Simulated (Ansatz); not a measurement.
Spectroscopic constants of SnTe, closed-shell singlet (the spin of the measured ground state). No spin–orbit coupling.

D_e counts from the fitted minimum to each atom's lowest state at the same level, without counterpoise. The singlet is restricted.

Correlated levels freeze the inner cores; with def2 sets outer-core shells near the valence are correlated too. CBS(a, b) extrapolates the correlation energy as X⁻³ and adds the Hartree–Fock energy of set b.

Run with Ansatz (a quantum-chemistry and plane-wave program) with Gaussian orbitals.  In def2 rows elements past Kr take small-core potentials, without spin–orbit coupling.

PBE/def2-TZVPP gives 100.06 kcal/mol for the bond energy D_e.

Task: Predict the shift from PBE, with its sign, for: r2SCAN/def2-TZVPP, PBE0/def2-TZVPP, wB97M-V/def2-TZVPP, B2PLYP/def2-TZVPP, CCSD(T)/CBS(def2-TZVPP, def2-QZVPP).

Result: r2SCAN/def2-TZVPP -5.63; PBE0/def2-TZVPP -7.41; wB97M-V/def2-TZVPP -12.97; B2PLYP/def2-TZVPP -5.13; CCSD(T)/CBS(def2-TZVPP, def2-QZVPP) 0.13 kcal/mol. 1 of 5 lie above PBE; the widest gap is to wB97M-V/def2-TZVPP.
